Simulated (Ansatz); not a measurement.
Mulliken charges of `[OH][W]([Cl])([Cl])([Cl])([Cl])[Cl]` from B3LYP/def2-TZVPP in Ansatz (PBE0-D4/def2-TZVP geometry).

| atom | x (Å) | y (Å) | z (Å) | charge (e) |
| --- | --- | --- | --- | --- |
| O1 | -0.679 | -1.270 | 0.695 | -0.267 |
| W2 | -0.004 | 0.196 | -0.212 | 0.899 |
| Cl3 | 1.643 | 0.146 | 1.438 | -0.226 |
| Cl4 | -1.667 | 0.144 | -1.767 | -0.143 |
| Cl5 | 1.099 | 2.005 | -1.072 | -0.139 |
| Cl6 | -1.279 | 1.651 | 1.029 | -0.172 |
| Cl7 | 1.259 | -1.141 | -1.591 | -0.172 |
| H8 | -0.372 | -1.732 | 1.480 | 0.218 |

**Question.** By hand: the dipole of these point charges (1 e Å = 4.8032 D).

**Answer.** Σ q r = (-0.186, -0.282, 0.120) e Å, of length 0.358 e Å = 1.72 D.

**Question.** How does the dipole of the full density compare? (An estimate is asked.)

**Answer.** The calculation gave: (-0.130, -0.329, 0.223) e Å, 2.01 D; the point charges give 0.86 times that, at 17° from its direction.

Point charges leave out the atoms' own dipoles, such as those of lone pairs, and Mulliken's split depends on the basis, so the close match here is no proof of good charges.

B3LYP here is the variant with VWN-RPA as its local correlation; programs differ in this.
